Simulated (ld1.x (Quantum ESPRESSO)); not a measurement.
# An all-electron radial function and its pseudo partner (P (Z = 15))

Columns: radius, all-electron u(r) and pseudo u(r) of the 3s shell (level -23.29 eV) of phosphorus in the configuration [Ne] 3s2 3p2; PBE, scalar-relativistic, TM semilocal scheme, ld1.x (Quantum ESPRESSO) 7.5.

```tsv
r (bohr)	all-electron	pseudo
0.065	0.1998	0.0633
0.130	0.0274	0.1220
0.195	-0.1804	0.1718
0.260	-0.3238	0.2096
0.325	-0.3864	0.2345
0.390	-0.3797	0.2477
0.455	-0.3224	0.2528
0.520	-0.2320	0.2548
0.585	-0.1228	0.2586
0.650	-0.0054	0.2691
0.715	0.1124	0.2902
0.780	0.2255	0.3251
0.845	0.3305	0.3755
0.910	0.4254	0.4397
0.975	0.5092	0.5116
1.040	0.5818	0.5819
1.105	0.6433	0.6433
1.170	0.6943	0.6943
1.235	0.7354	0.7354
1.300	0.7672	0.7672
1.365	0.7903	0.7903
1.430	0.8055	0.8055
1.495	0.8137	0.8137
1.560	0.8156	0.8156
1.625	0.8120	0.8120
1.690	0.8037	0.8037
```

How many radial nodes do the two functions have?

The all-electron 3s function has n − l − 1 = 2; the pseudo-wave has 0, since the states of the same l below it are removed with the core.

At about which radius was the pseudo-wave matched?

1.10 bohr, where the columns begin to agree (steps of 0.07 bohr).

Where does each function peak?

Outermost all-electron maximum near 1.56 bohr, pseudo maximum near 1.56 bohr (to the table’s step).

Is the pseudo-wave norm-conserving?

Yes: the TM semilocal scheme keeps the norm inside the radius equal to the all-electron one, which fixes the energy derivative of the logarithmic derivative at the level.
